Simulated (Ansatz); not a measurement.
GaH2(vinyl) (C₂H₅Ga), relaxed as a singlet with RKS B3LYP-D4/def2-TZVP in Ansatz, starting from the GFN2-xTB geometry. Force threshold 0.02 eV/Å.

Start:

```
atom   x (Å)   y (Å)   z (Å)
 Ga1  -0.065  -0.114  -1.480
  H2  -0.793   0.407  -2.786
  H3   1.062  -1.205  -1.675
  C4  -0.448   0.485   0.398
  C5   0.266  -0.094   1.358
  H6  -1.191   1.237   0.663
  H7   1.009  -0.848   1.111
  H8   0.160   0.133   2.411
```

Task: Estimate the energy that the relaxation releases and the steps that it takes.

Result: 1.0 kcal/mol, in 7 steps; 8.5 s on 4 threads of Arm Neoverse V2 on a shared host. No frequencies were taken in this run, so the end may be a saddle point.

Task: Does the start keep its bonding and symmetry?

Result: By distances, no bond broke or formed. The bond that changes most is Ga1–C4, from 2.01 to 1.96 Å (atoms count from 1). Point group Cs at the start, Cs at the end, both within 0.05 Å.

Task: Predict the relaxed structure.

Result: 
```xyz
8

Ga   -0.058   -0.124   -1.497
H    -0.852    0.488   -2.705
H     1.053   -1.215   -1.716
C    -0.405    0.432    0.350
C     0.275   -0.100    1.369
H    -1.157    1.183    0.579
H     1.040   -0.854    1.216
H     0.104    0.189    2.403
```
Bond lengths: 1 × C–C 1.34 Å; 1 × C–Ga 1.96 Å; 3 × C–H 1.09 Å; 2 × Ga–H 1.57 Å.
